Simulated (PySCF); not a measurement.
# LDA on O⁺ (oxygen, charge +1)

Configuration: [He] 2s2 2p2 3s1, high-spin 4P determinant (an excited configuration). All numbers are calculated (PySCF 2.14, no relativity, point nucleus, in aug-cc-pwCVDZ (5s4p2d, 27 functions)).

```json
{
 "Total energy": "-73.1402 hartree",
 "One-electron energy": "-94.9407 hartree",
 "Hartree (Coulomb) energy": "28.8697 hartree",
 "Exchange-correlation energy": "-7.0691 hartree",
 "Kinetic energy": "72.71049 hartree",
 "⟨S²⟩": "3.7507",
 "⟨L²⟩": "2.003",
 "Sum of ⟨r⟩": "7.837 bohr",
 "Sum of ⟨r²⟩": "17.69 bohr²",
 "Traceless quadrupole moment −½Σ⟨3z² − r²⟩ along its main axis": "0.437 e·bohr²",
 "Density at the nucleus (Gaussians lack the cusp)": "298 bohr⁻³",
 "Spin density at the nucleus": "0.660 bohr⁻³",
 "Langevin diamagnetic susceptibility": "-14.0 ×10⁻⁶ cm³/mol"
}
```

| shell | electrons | mean orbital energy (hartree) | rms radius, mean of both spins (bohr) |
| --- | --- | --- | --- |
| 1s α | 1 | -20.02108 | 0.233 |
| 1s β | 1 | -19.94655 | 0.233 |
| 2s α | 1 | -1.86264 | 1.15 |
| 2s β | 1 | -1.70077 | 1.15 |
| 2p α | 2 | -1.32410 | 1.13 |
| 3s α | 1 | -0.35235 | 3.52 |

The outer electron is Rydberg-like, and this basis confines it to a smaller radius and binds it less than a complete one would.
